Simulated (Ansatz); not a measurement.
`FC(F)C(F)C(F)F`, charge 0, multiplicity 1.

Question: Give a relaxed structure at PBE0-D4/def2-TZVP (the Gaussian-basis code of Ansatz). (An estimate is asked.)

Answer: The calculation gave: 
Cartesian coordinates in Å:
```
F -1.2241 -1.1297 1.7333
C -0.7586 -0.0798 1.0295
F 0.0465 0.6480 1.8438
C 0.0662 -0.5835 -0.1414
F -0.7643 -1.2596 -0.9894
C 0.7405 0.5542 -0.8856
F -0.1925 1.4098 -1.3652
F 1.4294 0.0594 -1.9338
H -1.6040 0.5386 0.7156
H 0.8347 -1.2683 0.2333
H 1.4262 1.1110 -0.2400
```
This is one stationary point; other conformers may exist.
